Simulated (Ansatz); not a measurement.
The same path of CH4BClS (8 atoms, charge 0, multiplicity 1) was run 3 times with different band settings. The coordinate that changes most is the dihedral S1–B2–C3–H7.

Computed with RKS PBE/cc-pVDZ (Ansatz).

Relaxed end points:

```xyz
8
Properties=species:S:1:pos:R:3
S -0.315 1.679 -0.984
B -0.428 0.279 0.134
C 0.524 -0.958 -0.114
Cl 1.598 -0.993 1.368
H -1.258 2.474 -0.392
H -1.210 0.286 1.058
H -0.014 -1.927 -0.135
H 1.195 -0.897 -0.991
```

```xyz
8
Properties=species:S:1:pos:R:3
S -1.746 0.505 -0.751
B -0.160 0.499 0.091
C 0.819 -0.716 -0.162
Cl 0.947 -1.527 1.473
H -2.234 1.674 -0.233
H 0.147 1.399 0.838
H 0.473 -1.489 -0.873
H 1.845 -0.402 -0.438
```

Common settings: climbing image yes; spring 5.0 eV/Å²; optimiser quadratic models (default); start path IDPP; end points relaxed.

| run | movable images | force threshold | iteration limit |
| --- | --- | --- | --- |
| 1 | 9 | 0.03 eV/Å | 46 |
| 2 | 3 | 0.03 eV/Å | 60 |
| 3 | 9 | 0.5 eV/Å | 60 |

Q: What does each run give, and how far can it be trusted?

A: Run 1: converged after 7 iterations, highest image 0.037 eV above the first end. A vibrational analysis at the climbing image gives one clearly imaginary mode, 70i cm⁻¹: a first-order saddle point.
Run 2: converged after 6 iterations, highest image 0.037 eV above the first end. Another band between the same ends (9 images) ends at a top of the same energy, where a vibrational analysis finds 1 clearly imaginary mode. So few images can step over the top or miss a turn of the path.
Run 3: converged after 2 iterations, highest image 0.061 eV above the first end. The threshold of 0.5 eV/Å is loose, so the images may lie well off the minimum-energy path. The order of the stationary point at the top wasn't checked.
